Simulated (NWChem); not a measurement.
System: C2H6O2Si; SMILES C[SiH2]C(=O)O

Input file for NWChem:

```
start job
memory heap 200 mb stack 900 mb global 1100 mb
geometry units angstroms noautoz
  C      0.637071     2.108259     0.164257
  Si    -0.690684     0.804918    -0.097028
  C      0.163335    -0.925412    -0.041435
  O      1.345189    -1.107102    -0.252848
  O     -0.685983    -1.950943     0.228591
  H      0.236040     3.117881     0.023451
  H      1.054947     2.045347     1.174793
  H      1.456191     1.958115    -0.546641
  H     -1.317549     0.913533    -1.441937
  H     -1.760554     0.859079     0.932986
  H     -0.150210    -2.771329     0.195709
end
basis spherical
  * library 6-31g*
end
dft
  xc scan
  grid xfine
  iterations 150
  mulliken
end
task dft gradient
```

Output (shortened):

```
             Northwest Computational Chemistry Package (NWChem) 7.3.0
             --------------------------------------------------------

 C1  symmetry detected

                             Geometry "geometry" -> ""
                             -------------------------

 Output coordinates in angstroms (scale by  1.889725989 to convert to a.u.)

  No.       Tag          Charge          X              Y              Z
 ---- ---------------- ---------- -------------- -------------- --------------
    1 C                    6.0000     0.62675876     2.10693010     0.22099117
    2 Si                  14.0000    -0.67962338     0.80532558    -0.13830302
    3 C                    6.0000     0.16550959    -0.92614645    -0.01898915
    4 O                    8.0000     1.35957994    -1.10948962    -0.14173642
    5 O                    8.0000    -0.70296951    -1.95045940     0.18715635
    6 H                    1.0000     0.23871595     3.11706009     0.05055360
    7 H                    1.0000     0.96809876     2.04369949     1.25986084
    8 H                    1.0000     1.49635995     1.95550207    -0.42688233
    9 H                    1.0000    -1.20439693     0.91446043    -1.52619332
   10 H                    1.0000    -1.82318404     0.86118869     0.80913162
   11 H                    1.0000    -0.16735984    -2.77157871     0.19440026

 Effective nuclear repulsion energy (a.u.)     222.9186677279

                                 NWChem DFT Module
                                 -----------------

 Summary of "ao basis" -> "ao basis" (spherical)
 ------------------------------------------------------------------------------
       Tag                 Description            Shells   Functions and Types
 ---------------- ------------------------------  ------  ---------------------
 C                           6-31g*                  6       14   3s2p1d
 Si                          6-31g*                  8       18   4s3p1d
 O                           6-31g*                  6       14   3s2p1d
 H                           6-31g*                  2        2   2s

            General Information
            -------------------
          SCF calculation type: DFT
          Wavefunction type:  closed shell.
          No. of atoms     :    11
          No. of electrons :    48
           Alpha electrons :    24
            Beta electrons :    24
          Charge           :     0
          Spin multiplicity:     1
          Use of symmetry is: off; symmetry adaption is: off
          Maximum number of iterations: 150
          AO basis - number of functions:    86
                     number of shells:    44
          Convergence on energy requested:  1.00D-06
          Convergence on density requested:  1.00D-05
          Convergence on gradient requested:  5.00D-04

              XC Information
              --------------
                         SCAN Method XC Functional
                  SCAN metaGGA Exchange Functional  1.000
                        SCAN Correlation Potential  1.000

             Grid Information
             ----------------
          Grid used for XC integration:  xfine
          Radial quadrature: Mura-Knowles
          Angular quadrature: Lebedev.
          Tag              B.-S. Rad. Rad. Pts. Rad. Cut. Ang. Pts.
          ---              ---------- --------- --------- ---------
          C                   0.70      100          12.0      1454
          Si                  1.10      125          10.0      1454
          O                   0.60      100          12.0      1454
          H                   0.35      100          13.0      1202
          Grid pruning is: on
          Number of quadrature shells:  1125
          Spatial weights used:  Erf1

      Superposition of Atomic Density Guess
      -------------------------------------

 Sum of atomic energies:        -516.63591552

      Non-variational initial energy
      ------------------------------

 Total energy =    -518.787772
 1-e energy   =   -1153.953547
 2-e energy   =     412.247107
 HOMO         =      -0.328524
 LUMO         =       0.008304

     ---------------------------------------------
      Total Density - Mulliken Population Analysis
     ---------------------------------------------

    Atom       Charge   Shell Charges
 -----------   ------   -------------------------------------------------------
    1 C    6     6.98   2.00  0.72  2.11  0.71  1.42  0.02
    2 Si  14    13.46   2.00  2.00  5.97  0.97  1.66  0.27  0.46  0.13
    3 C    6     5.10   2.00  0.68  1.40  0.50  0.41  0.10
    4 O    8     8.87   2.00  0.96  3.11  0.93  1.85  0.02
    5 O    8     8.78   2.00  0.93  3.00  0.92  1.91  0.02
    6 H    1     0.74   0.45  0.29
    7 H    1     0.74   0.45  0.29
    8 H    1     0.74   0.45  0.29
    9 H    1     1.06   0.47  0.58
   10 H    1     1.06   0.47  0.59
   11 H    1     0.48   0.35  0.13

   convergence    iter        energy       DeltaE   RMS-Dens  Diis-err
 ---------------- ----- ----------------- --------- --------- ---------
 d= 0,ls=0.0,diis     1   -519.5486401537 -7.42D+02  2.11D-02  1.10D+00
 d= 0,ls=0.0,diis     2   -519.0331700112  5.15D-01  1.68D-02  6.12D+00
 d= 0,ls=0.0,diis     3   -519.6466620729 -6.13D-01  4.91D-03  2.96D-01
 d= 0,ls=0.0,diis     4   -519.6687783629 -2.21D-02  1.73D-03  8.34D-02
 d= 0,ls=0.0,diis     5   -519.6770617301 -8.28D-03  2.48D-04  8.09D-04
  Resetting Diis
 d= 0,ls=0.0,diis     6   -519.6771335468 -7.18D-05  1.10D-04  1.16D-04
 d= 0,ls=0.0,diis     7   -519.6771476165 -1.41D-05  5.26D-05  8.59D-06
 d= 0,ls=0.0,diis     8   -519.6771466997  9.17D-07  3.07D-05  1.51D-05
 d= 0,ls=0.0,diis     9   -519.6771487595 -2.06D-06  4.65D-06  2.54D-07
 d= 0,ls=0.0,diis    10   -519.6771487764 -1.69D-08  2.16D-06  1.08D-07

         Total DFT energy =     -519.677148776397
      One electron energy =    -1157.821286791748
           Coulomb energy =      466.353451917703
    Exchange-Corr. energy =      -51.127981630237
 Nuclear repulsion energy =      222.918667727884

 Numeric. integr. density =       48.000000090983

                       DFT Final Molecular Orbital Analysis
                       ------------------------------------

 Vector   22  Occ=2.000000D+00  E=-3.060221D-01
              MO Center= -8.8D-03,  1.4D+00,  1.0D-01, r^2= 2.6D+00
   Bfn.  Coefficient  Atom+Function         Bfn.  Coefficient  Atom+Function
  ----- ------------  ---------------      ----- ------------  ---------------
     3      0.301763   1 C  px               21     -0.291061   2 Si px
     4      0.274926   1 C  py               22     -0.245753   2 Si py
     7      0.183833   1 C  px                8      0.167732   1 C  py
    84      0.137378  10 H  s                17      0.122726   2 Si px
    83      0.118811  10 H  s                18      0.103044   2 Si py

 Vector   23  Occ=2.000000D+00  E=-2.888854D-01
              MO Center=  2.6D-01, -1.5D+00,  2.5D-02, r^2= 1.9D+00
   Bfn.  Coefficient  Atom+Function         Bfn.  Coefficient  Atom+Function
  ----- ------------  ---------------      ----- ------------  ---------------
    65     -0.471202   5 O  pz               51      0.435596   4 O  pz
    69     -0.362518   5 O  pz               55      0.304811   4 O  pz
    37      0.109140   3 C  pz               63     -0.058345   5 O  px
    41      0.056315   3 C  pz               49      0.050960   4 O  px
    64     -0.048769   5 O  py               67     -0.044319   5 O  px

 Vector   24  Occ=2.000000D+00  E=-2.318734D-01
              MO Center=  7.0D-01, -9.4D-01, -8.2D-02, r^2= 2.2D+00
   Bfn.  Coefficient  Atom+Function         Bfn.  Coefficient  Atom+Function
  ----- ------------  ---------------      ----- ------------  ---------------
    50      0.548357   4 O  py               54      0.393987   4 O  py
    22      0.210544   2 Si py               63      0.200746   5 O  px
    66      0.189068   5 O  s                38     -0.180144   3 C  s
    67      0.163377   5 O  px               64      0.126597   5 O  py
    21     -0.125818   2 Si px               36     -0.115468   3 C  py

 Vector   25  Occ=0.000000D+00  E=-4.201901D-02
              MO Center=  1.9D-01, -7.3D-01, -3.6D-02, r^2= 2.4D+00
   Bfn.  Coefficient  Atom+Function         Bfn.  Coefficient  Atom+Function
  ----- ------------  ---------------      ----- ------------  ---------------
    37      0.469115   3 C  pz               41      0.455185   3 C  pz
    55     -0.377884   4 O  pz               51     -0.373045   4 O  pz
    82      0.333198   9 H  s                27      0.281946   2 Si pz
    69     -0.246709   5 O  pz               65     -0.243805   5 O  pz
    84     -0.238017  10 H  s                 6     -0.182088   1 C  s

[...]

                         DFT ENERGY GRADIENTS

    atom               coordinates                        gradient
                 x          y          z           x          y          z
   1 C       1.184402   3.981521   0.417613    0.002011   0.002578   0.000528
   2 Si     -1.284302   1.521845  -0.261355   -0.003175   0.000878  -0.001063
   3 C       0.312768  -1.750163  -0.035884    0.001762   0.000122  -0.000222
   4 O       2.569234  -2.096631  -0.267843    0.000060  -0.000735   0.000026
   5 O      -1.328420  -3.685834   0.353674    0.000082  -0.003075   0.000300
   6 H       0.451108   5.890389   0.095532    0.000136   0.000097   0.000060
   7 H       1.829441   3.862032   2.380792    0.000070   0.000229  -0.000002
   8 H       2.827710   3.695363  -0.806691   -0.000059   0.000303   0.000166
   9 H      -2.275980   1.728080  -2.884087   -0.000105   0.000096   0.000052
  10 H      -3.445318   1.627411   1.529037    0.000125   0.000039  -0.000019
  11 H      -0.316264  -5.237524   0.367363   -0.000907  -0.000531   0.000174
```

Level: SCAN/6-31G* (spherical d). All runs use the structure optimised with B3LYP/6-31G* (spherical d).
